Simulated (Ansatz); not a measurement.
C4H6Si, charge -1, doublet, at a GFN2-xTB geometry (a state made from the parent by changing its charge; the spin is typed, not shown lowest) (a gas-phase anion, which may not be bound at this level). Base run: PBE0/STO-3G (Ansatz, a program for electronic structure).

The Ansatz input:
Ansatz 0.2 input:
```yaml
crystal:
  periodic: [false, false, false]
  atoms:
    - {symbol: C, position_ang: [-1.23510431, 0.76204970, -0.41109720]}
    - {symbol: C, position_ang: [0.04736362, 1.26807139, -0.28472306]}
    - {symbol: Si, position_ang: [1.19340311, -0.07161919, 0.24325478]}
    - {symbol: C, position_ang: [-0.21341171, -1.25810642, 0.25087701]}
    - {symbol: C, position_ang: [-1.37625835, -0.60533511, -0.12118435]}
    - {symbol: H, position_ang: [-2.08793344, 1.37087101, -0.71409621]}
    - {symbol: H, position_ang: [0.26664660, 2.31268264, -0.48503378]}
    - {symbol: H, position_ang: [1.95641833, 0.12605762, 1.54710508]}
    - {symbol: H, position_ang: [2.37636754, -0.38607924, -0.66394090]}
    - {symbol: H, position_ang: [-0.21116985, -2.31601195, 0.49634177]}
    - {symbol: H, position_ang: [-2.34350829, -1.10492880, -0.18917728]}
basis:
  gaussian:
    orbitals: STO-3G
hamiltonian:
  xc: pbe0
total_charge: -1
magnetization: {spin_polarized: true, initial_magnetization: 1}
```

Variants of this job, named by their change:

| change | ΔE vs base (mEh) |
|---|---|
| base | 0.000 |
| nuclear_model = gaussian | 0.121 |
| forces = on | 0.000 |
| lower_state_search = off | 0.000 |
| lower_state_search = light | 0.000 |
| final_grid = 14, 28, 59 | 0.000 |
| final_grid = 4, 8, 17 | -0.300 |
| lower_state_search = full | 0.000 |
| final_grid = 6, 12, 29 | -0.021 |
| fitting.mean_field = def2-universal-JKFIT | -1.709 |
| point_charge = charge:0.5 position_ang:-3.428, -3.2034, 3.2327 | -47.647 |

A gas-phase anion may not be bound at this level; its values then depend on the basis.
